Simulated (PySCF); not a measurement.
Oxalic acid, SMILES O=C(O)C(=O)O (CAM-B3LYP/def2-SVP optimised geometry):

```
8

O     -1.597     0.719     0.000
C     -0.270     0.719     0.000
O      0.420     1.695     0.000
C      0.270    -0.718    -0.003
O      1.597    -0.718     0.016
O     -0.420    -1.695    -0.019
H     -1.885     1.646     0.000
H      1.885    -1.646     0.014
```

Method: PySCF with CAM-B3LYP/def2-TZVP.

### Question
What are the frontier orbital energies and the dipole moment?

### Answer
HOMO-2 -11.48 eV, HOMO-1 -11.41 eV, HOMO -9.77 eV, LUMO -0.83 eV, LUMO+1 1.55 eV; dipole moment 0.02 D.

Meta-Löwdin charges at CAM-B3LYP/def2-TZVP: O1 -0.43, C2 0.49, O3 -0.42, C4 0.49, O5 -0.43, O6 -0.42, H7 0.36, H8 0.36.
